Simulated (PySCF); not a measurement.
Job file and geometry (Å, from GFN2-xTB) of an NMR shielding run on SMILES O=C(O)[C@H]1C[C@@H](N[SiH3])C1, C$_{5}$H$_{11}$NO$_{2}$Si, PySCF, GIAO PBE0/pcSseg-1 NMR shielding, non-relativistic, gas phase; density fitting, a coarse starting grid and PySCF grid level 2 are the driver's defaults:

```
$ OMP_NUM_THREADS=1 python probes_run.py task.json out

{"job": {"kind": "nmr", "xc": "PBE0", "basis": "pcSseg-1"}, "charge": 0, "multiplicity": 1}
O     -2.140107     1.501073     0.740868
C     -2.293248     0.313431     0.851365
O     -3.243646    -0.220178     1.630254
C     -1.452901    -0.739569     0.187909
C     -0.862203    -0.323417    -1.171003
C      0.568480    -0.452965    -0.609447
N      1.357806     0.734858    -0.685716
Si     3.063895     0.763979    -0.477348
C     -0.022686    -0.814717     0.775930
H     -3.754669     0.476883     2.072080
H     -1.986784    -1.688474     0.197527
H     -1.102781    -0.987388    -1.996816
H     -1.116173     0.700222    -1.441297
H      1.141028    -1.269966    -1.051571
H      0.828444     1.537383    -0.374361
H      3.542855     0.377842     0.861250
H      3.436835     2.145603    -0.762981
H      3.599317    -0.195825    -1.444703
H      0.252070    -1.791791     1.164432
H      0.179320    -0.056304     1.530593
```

**Question.** Write the output of this run.

**Answer.** 
```
coarse grid: 17112 points
cycle   1  E = -690.9712016539  dE =  1.387e+00  |g| = 9.583e-01  |ddm| = 4.069e+00
cycle   2  E = -690.6612451537  dE =  3.100e-01  |g| = 1.617e+00  |ddm| = 1.856e+00
cycle   3  E = -691.1298875314  dE = -4.686e-01  |g| = 2.862e-01  |ddm| = 1.320e+00
cycle   4  E = -691.1444991071  dE = -1.461e-02  |g| = 7.919e-02  |ddm| = 2.297e-01
cycle   5  E = -691.1454841135  dE = -9.850e-04  |g| = 2.069e-02  |ddm| = 5.492e-02
cycle   6  E = -691.1455740263  dE = -8.991e-05  |g| = 5.940e-03  |ddm| = 2.107e-02
cycle   7  E = -691.1455815053  dE = -7.479e-06  |g| = 1.289e-03  |ddm| = 5.588e-03
final grid: 160472 points
cycle   8  E = -691.2178785811  dE = -3.703e-05  |g| = 1.355e-02  |ddm| = 4.280e-02
cycle   9  E = -691.2178227527  dE =  5.583e-05  |g| = 2.177e-02  |ddm| = 2.716e-02
cycle  10  E = -691.2179148569  dE = -9.210e-05  |g| = 2.606e-03  |ddm| = 1.670e-02
cycle  11  E = -691.2179161094  dE = -1.252e-06  |g| = 4.019e-04  |ddm| = 1.911e-03
cycle  12  E = -691.2179161351  dE = -2.575e-08  |g| = 1.455e-04  |ddm| = 3.832e-04
cycle  13  E = -691.2179161392  dE = -4.115e-09  |g| = 3.972e-05  |ddm| = 1.309e-04
cycle  14  E = -691.2179161396  dE = -3.133e-10  |g| = 6.297e-06  |ddm| = 3.646e-05
converged SCF energy = -691.2179161396

GIAO shielding tensors (ppm)
atom      isotropic    diamagn.    paramagn.     s11        s22        s33       span
  0 O      -75.080     404.929    -480.009   -297.557   -214.727    287.043    584.600
  1 C        2.986     251.570    -248.583   -104.693     39.821     73.832    178.525
  2 O      124.013     388.402    -264.389    -19.247    141.444    249.843    269.090
  3 C      157.021     254.658     -97.638    140.208    154.432    176.422     36.214
  4 C      150.163     248.687     -98.524    130.653    146.679    173.157     42.504
  5 C      138.390     247.254    -108.864    116.727    139.735    158.708     41.981
  6 N      218.928     322.538    -103.610    193.208    206.161    257.415     64.208
  7 Si     410.035     879.986    -469.951    366.299    386.234    477.573    111.274
  8 C      145.180     248.808    -103.629    121.530    144.407    169.603     48.073
  9 H       25.702      28.551      -2.849     20.010     22.457     34.638     14.628
 10 H       28.897      32.217      -3.320     24.121     28.719     33.850      9.730
 11 H       28.929      30.934      -2.004     25.607     26.866     34.315      8.708
 12 H       29.402      31.275      -1.873     27.036     28.633     32.537      5.501
 13 H       28.570      32.994      -4.425     23.952     29.403     32.353      8.401
 14 H       31.106      34.687      -3.581     22.245     32.308     38.765     16.520
 15 H       26.988      29.162      -2.174     22.899     25.461     32.604      9.705
 16 H       27.139      28.632      -1.493     23.525     25.298     32.595      9.070
 17 H       27.233      29.207      -1.974     23.594     25.750     32.355      8.761
 18 H       28.710      32.044      -3.335     25.172     27.632     33.325      8.153
 19 H       30.039      32.225      -2.186     26.708     30.113     33.295      6.587
```

Size and cost of the density-fitted run: 215 basis functions, 89 s wall time on 1 thread of an Intel Xeon, shared host; peak memory 0.96 GiB.
